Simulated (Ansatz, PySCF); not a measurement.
H₃BrInNO, singlet, at a GFN2-xTB geometry (such geometries of metal compounds can be far from the true shape) (all electrons, no relativity). Base run: CASSCF(6,5)/STO-3G run with PySCF.

PySCF was given this input:
```python
from pyscf import gto, scf, mcscf
import numpy

mol = gto.Mole()
mol.atom = '''
    In    0.561698    0.318462    0.170703
    Br   -1.487604   -0.919560   -0.460885
    O     0.759862    2.073097   -0.648295
    H     0.065672    2.339223   -1.250994
    N     1.919584   -0.219452    1.603347
    H     2.735127    0.374818    1.481230
    H     2.226160   -1.182669    1.499210
'''
mol.basis = 'sto-3g'
mol.charge = 0
mol.spin = 0
mol.verbose = 4
mol.build()

mf = scf.RHF(mol)
mf.kernel()
mc = mcscf.CASSCF(mf, 5, 6)
mc.fix_spin_(ss=0.0)
mc.kernel()
occ = numpy.linalg.eigvalsh(mc.fcisolver.make_rdm1(mc.ci, mc.ncas, mc.nelecas))[::-1]
ss = mc.fcisolver.spin_square(mc.ci, mc.ncas, mc.nelecas)[0]
print('natural occupations', occ.round(4), ' <S^2>', round(ss, 4))
```

Programs used: Ansatz (a program for electronic structure), PySCF; a row that names a program was run with it.

Each row names what was changed in the base input (with any setting that the change needs).

```json
[
 {"change": "base", "ΔE vs base (kcal/mol)": "0.000", "natural occupations": "2.00 1.98 1.96 0.04 0.02", "<S^2> of the state": "0.00", "outcome": "converged"},
 {"change": "conv_tol = 1e-5", "ΔE vs base (kcal/mol)": "0.002", "natural occupations": "2.00 1.98 1.96 0.04 0.02", "<S^2> of the state": "0.00", "outcome": "converged"},
 {"change": "active space = 6 electrons, 4 orbitals", "ΔE vs base (kcal/mol)": "8.92", "natural occupations": "2.00 2.00 1.97 0.03", "<S^2> of the state": "0.00", "outcome": "converged"},
 {"change": "active space = 6 electrons, 6 orbitals", "ΔE vs base (kcal/mol)": "-2.81", "natural occupations": "1.99 1.98 1.96 0.04 0.02 0.01", "<S^2> of the state": "0.00", "outcome": "converged"},
 {"change": "fix_spin_ = off", "ΔE vs base (kcal/mol)": "0.000", "natural occupations": "2.00 1.98 1.96 0.04 0.02", "<S^2> of the state": "0.00", "outcome": "converged"},
 {"change": "code = ansatz", "ΔE vs base (kcal/mol)": "-0.110", "natural occupations": "-", "<S^2> of the state": "-", "outcome": "converged"},
 {"change": "code = ansatz; correction = SC-NEVPT2, all electrons", "ΔE vs base (kcal/mol)": "-60.36", "natural occupations": "-", "<S^2> of the state": "-", "outcome": "converged"},
 {"change": "orbitals = fixed (CASCI)", "ΔE vs base (kcal/mol)": "15.70", "natural occupations": "2.00 2.00 2.00 0.01 0.00", "<S^2> of the state": "0.00", "outcome": "converged"},
 {"change": "active space = 6 electrons, 7 orbitals", "ΔE vs base (kcal/mol)": "-", "natural occupations": "-", "<S^2> of the state": "-", "outcome": "not converged"},
 {"change": "orbitals = fixed (CASCI); correction = SC-NEVPT2", "ΔE vs base (kcal/mol)": "-56.84", "natural occupations": "2.00 2.00 2.00 0.01 0.00", "<S^2> of the state": "0.00", "outcome": "converged"},
 {"change": "start = MP2 natural orbitals", "ΔE vs base (kcal/mol)": "-0.116", "natural occupations": "2.00 1.98 1.97 0.04 0.02", "<S^2> of the state": "0.00", "outcome": "converged"}
]
```

Active orbitals are taken around the Fermi level unless the row says otherwise; CASSCF can end in different local minima, and two programs can end on different orbitals. State-averaged rows give the lowest state.

Ansatz warned in this series: other orbitals give a lower active-space energy.
